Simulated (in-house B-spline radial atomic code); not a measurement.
Binding energies in Pb7+

NIST's tabulated ground configuration is [Xe] 4f14 5d7; each binding energy is the energy of the ion with one electron taken from that subshell, relaxed, less that of the parent. Level of theory: Dirac-Hartree-Fock, average of configuration, Fermi nucleus of rms radius 5.5012 fm; calculated with an all-electron radial atomic-structure program (B-spline basis). Energies include first-order Breit, QED and recoil terms.

```
subshell  X-ray name  binding energy (eV)  -ε (eV)  relaxation (eV)
      1s           K              88113.3  88699.2             91.8
      2s          L1                15981  16099.0             53.8
   2p1/2          L2              15313.1  15435.2             58.8
   2p3/2          L3              13148.6  13242.3             54.6
      3s          M1               3970.8   4012.9             28.9
   3p1/2          M2               3672.4   3715.1             30.2
      4s          N1               1011.4   1025.3             10.9
   4p1/2          N2                881.9    895.4             10.8
   4p3/2          N3                761.6    772.5              9.6
      5s          O1                261.3    264.0              2.1
   4f5/2          N6                252.8    261.8              9.1
   4f7/2          N7                  248    256.6              8.9
   5p1/2          O2                214.1    216.4              1.8
   5p3/2          O3                190.5    192.2              1.5
      5d        O4,5                121.1    122.1              1.0
```

Relaxation = -ε minus the binding energy without Breit, QED and recoil terms.

Emission lines follow as differences of binding energies, with λ = 12398.42 eV·Å / E:

```json
{"line": "K-L3", "holes": "1s → 2p3/2", "energy (eV)": "74964.7", "wavelength (Å)": "0.16539"}
{"line": "K-L2", "holes": "1s → 2p1/2", "energy (eV)": "72800.2", "wavelength (Å)": "0.17031"}
{"line": "L3-M1", "holes": "2p3/2 → 3s", "energy (eV)": "9177.8", "wavelength (Å)": "1.3509"}
```

What screening constant σ does Moseley's law, E = (3/4)·13.6057 eV·(Z - σ)², need for K-L3?

σ = -3.71.

Moseley's non-relativistic formula needs a falling, then negative, screening constant for heavy elements, because relativity binds the 1s electron more strongly than the formula allows.

What does it cost to remove two 1s electrons?

177880 eV, which is 1652 eV more than the two single binding energies together.

What does it cost to remove both a 1s and a 5d electron?

88257 eV, which is 22.95 eV more than the two single binding energies together.

What does it cost to remove both a 2p3/2 and a 4s electron?

14211 eV, which is 50.81 eV more than the two single binding energies together.
